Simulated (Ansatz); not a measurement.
Reaction (substitution at a C–Si bond): `C=C[SiH](O)[GeH2][OH]` + `CC(O)F` → `C=COC(C)F` + `O[SiH2][GeH2][OH]`

Computed with Ansatz on PBE0-D4/def2-TZVP structures; ΔE is electronic, products minus reactants. CBS: MP2 limit from def2 TZ/QZ plus the TZ coupled-cluster correction, frozen cores. DFT in def2-TZVPP. B3LYP here is the variant with VWN-RPA as its local correlation; programs differ in this. For Ge outer-core shells are correlated without core-valence functions, which leaves a few kJ/mol of doubt a bond. Scalar relativity is left out up to krypton. Each species was taken in one conformer, which may not be the lowest.

`C=C[SiH](O)[GeH2][OH]`:

Z-matrix (Å, degrees):
```
Si
C 1 1.857
Ge 1 2.394 2 112.5
O 1 1.647 2 112.8 3 -114.5
H 1 1.487 2 108.9 3 125.4
C 2 1.330 1 124.5 3 -10.5
H 2 1.090 1 117.5 3 170.8
O 3 1.810 1 94.7 2 -108.4
H 3 1.545 1 117.3 2 138.2
H 3 1.546 1 119.6 2 5.5
H 4 0.966 1 113.4 2 106.2
H 6 1.087 2 122.0 1 1.6
H 6 1.087 2 122.2 1 -178.4
H 8 0.959 3 114.5 1 -174.3
```

`CC(O)F`:

```xyz
9

C     0.540   -0.013    0.873
C    -0.266    0.231   -0.368
O    -0.286   -0.916   -1.129
F    -1.566    0.568   -0.008
H     0.124   -0.867    1.410
H     1.575   -0.230    0.608
H     0.510    0.867    1.516
H     0.102    1.091   -0.943
H    -0.734   -0.732   -1.959
```

`C=COC(C)F`:

Z-matrix (Å, degrees):
```
C
C 1 1.499
F 1 1.382 2 109.1
O 1 1.385 2 108.8 3 119.6
H 1 1.097 2 113.3 3 -118.1
H 2 1.091 1 109.6 3 -62.0
H 2 1.090 1 109.7 3 58.0
H 2 1.090 1 110.0 3 178.0
C 4 1.359 1 117.9 2 167.3
C 9 1.326 4 128.0 1 11.4
H 9 1.084 4 109.8 1 -168.6
H 10 1.081 9 123.5 4 3.4
H 10 1.081 9 118.4 4 -178.4
```

`O[SiH2][GeH2][OH]`:

Cartesian coordinates in Å:
```
O 0.050 -2.365 -0.628
Si 0.230 -0.772 -1.029
Ge -0.389 0.652 0.790
O 0.208 2.274 0.314
H 0.625 -2.720 0.052
H -0.664 -0.546 -2.189
H 1.635 -0.455 -1.411
H -1.912 0.732 1.047
H 0.280 0.240 2.126
H -0.062 2.960 0.927
```

```tsv
level	ΔE (kJ/mol)	difference from CCSD(T)/CBS
B3LYP-D4	65.6	-7.2
ωB97X-V	62.9	-9.9
PBE	61.3	-11.5
r2SCAN	62.8	-10.0
B3LYP	59.6	-13.2
HF/def2-TZVPP	56.4	-16.4
MP2/def2-TZVPP	74.0	1.2
CCSD(T)/def2-TZVPP	69.3	-3.5
HF/CBS(def2)	55.2	-17.6
CCSD/CBS(def2)	71.9	-0.9
CCSD(T)/CBS	72.8	0
```

Largest T1 diagnostic among the species: 0.012.

In def2-TZVPP, CCSD(T) changes the Hartree–Fock value by +12.8 kJ/mol (the triples alone add +0.9 kJ/mol) and MP2 by +17.6 kJ/mol. The D4 term adds +6.1 kJ/mol with B3LYP and +3.3 kJ/mol with PBE0; it sums over pairs of atoms, weighted by their polarisabilities, and B3LYP, whose exchange is more repulsive, gets the larger term.
